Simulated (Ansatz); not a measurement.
Reaction (ligand exchange at the Si–S bond): `FC[SiH2]S` + CH₃OH → `CO[SiH2]CF` + H₂S

Computed with Ansatz on PBE0-D4/def2-TZVP structures; ΔE is electronic, products minus reactants. CBS: MP2 limit from def2 TZ/QZ plus the TZ coupled-cluster correction, frozen cores. This one scheme is used for every species. DFT in def2-TZVPP. One conformer a species, not always the lowest.

CCSD(T)/CBS gives -8.1 kcal/mol.

Another level gave -9.0 kcal/mol. Which?
A. r2SCAN-D4/def2-TZVPP
B. B2PLYP/def2-TZVPP
C. PBE-D4/def2-TZVPP
D. HF/def2-TZVPP

B. B2PLYP -9.0, r2SCAN-D4 -7.4, PBE-D4 -5.2, HF/def2-TZVPP -11.2 kcal/mol.

Largest T1 diagnostic among the species: 0.011.

In def2-TZVPP, CCSD(T) changes the Hartree–Fock value by +2.4 kcal/mol (the triples alone add +0.5 kcal/mol) and MP2 by +2.9 kcal/mol.
